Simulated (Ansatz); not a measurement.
Geometry optimisation, Ansatz 0.2.0, RKS PBE0-D4/def2-SVP.

Input:

```yaml
crystal:
  periodic: [false, false, false]
  atoms:
    - { symbol: Sn, position_ang: [-0.111287, -0.119499, 0.031039] }
    - { symbol: H, position_ang: [-0.047955, 0.022439, 1.758333] }
    - { symbol: O, position_ang: [1.742235, -0.687845, -0.377536] }
    - { symbol: H, position_ang: [1.918265, -0.724829, -1.32464] }
    - { symbol: H, position_ang: [-0.688208, 1.189506, -0.886761] }
    - { symbol: O, position_ang: [-1.321903, -1.605597, -0.475927] }
    - { symbol: H, position_ang: [-1.072674, -2.439176, -0.060299] }
    - { symbol: F, position_ang: [1.188481, 2.26052, 1.465625] }
    - { symbol: H, position_ang: [1.022446, 1.52728, 2.003266] }
basis:
  gaussian: { orbitals: def2-SVP }
hamiltonian:
  xc: pbe0
  dispersion: d4
relax:
  f_tol: 0.03
  max_steps: 50
```

Command:

```bash
$ ansatz run input.yaml --threads 2 --pin off --max-ram 3072MiB --backend cpu --events-out ev --progress --plain --runs-dir out
```

**Question.** Where does it end, and by what steps?

**Answer.** The run converged. After 21 steps the energy has fallen by 0.579 eV; H9 moved furthest, 1.42 Å.

| step | energy less start (eV) | largest force component (eV/Å) | accepted |
| --- | --- | --- | --- |
| 0 | 0.0000 | 0.210 | yes |
| 1 | 0.0719 | 2.298 | no |
| 2 | -0.0068 | 0.655 | yes |
| 3 | -0.0185 | 0.427 | yes |
| 4 | 0.0174 | 1.839 | no |
| 5 | -0.0263 | 0.543 | yes |
| 6 | -0.0353 | 0.234 | yes |
| 7 | -0.0464 | 0.152 | yes |
| 8 | -0.0518 | 0.887 | yes |
| 9 | -0.0538 | 1.356 | yes |
| 10 | -0.0917 | 0.952 | yes |
| 11 | -0.1454 | 0.714 | yes |
| 12 | -0.2266 | 0.780 | yes |
| 13 | -0.3301 | 0.795 | yes |
| 14 | -0.4604 | 0.527 | yes |
| 15 | -0.5124 | 1.481 | yes |
| 16 | -0.5672 | 0.459 | yes |
| 17 | -0.5601 | 0.691 | no |
| 18 | -0.5730 | 0.186 | yes |
| 19 | -0.5776 | 0.148 | yes |
| 20 | -0.5771 | 0.044 | no |
| 21 | -0.5788 | 0.025 | yes |

```xyz
9
Properties=species:S:1:pos:R:3
Sn -0.388 -0.016 0.294
H -0.759 -0.209 1.940
O 1.635 -0.211 0.184
H 1.955 -0.462 -0.690
H -0.948 1.266 -0.664
O -0.995 -1.598 -0.741
H -0.860 -2.430 -0.274
F 1.249 1.902 1.250
H 1.741 1.179 0.834
```

Whether the end is a true minimum wasn't checked by a vibrational analysis.

Time of the run: 59 s on 2 threads of Arm Neoverse V1, on a shared host, peak memory 0.2 GiB.
